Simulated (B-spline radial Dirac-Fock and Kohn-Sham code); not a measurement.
# Relativistic shifts of the levels of Cs²⁰⁺

System: cesium as Cs²⁰⁺, [Ar] 3d10 4s2 4p5.

Both columns are ΔSCF binding energies of the configuration average from a B-spline atomic structure program: non-relativistic Hartree-Fock with a point nucleus, and Dirac-Fock with a finite nucleus and the Coulomb interaction alone, averaged over the two j levels with weights 2j+1.

| shell | Hartree-Fock (eV) | Dirac-Fock (eV) | shift (eV) | shift (%) |
| --- | --- | --- | --- | --- |
| 1s | 35138.0 | 36692.2 | +1554.17 | +4.42 |
| 2s | 5919.0 | 6308.2 | +389.24 | +6.58 |
| 3s | 1678.4 | 1766.5 | +88.08 | +5.25 |
| 3d | 1287.0 | 1278.0 | -9.00 | -0.70 |
| 4s | 685.7 | 710.0 | +24.23 | +3.53 |
| 4p | 628.9 | 637.1 | +8.23 | +1.31 |

Relativity binds 1s, 2s, 3s, 4s, 4p more strongly, among those listed most of all 2s in relative terms, and 3d more weakly, because the contracted s and p shells screen the nucleus better.

Values without a named source are computed, but for edge energies of neutral atoms, which are taken from tables.
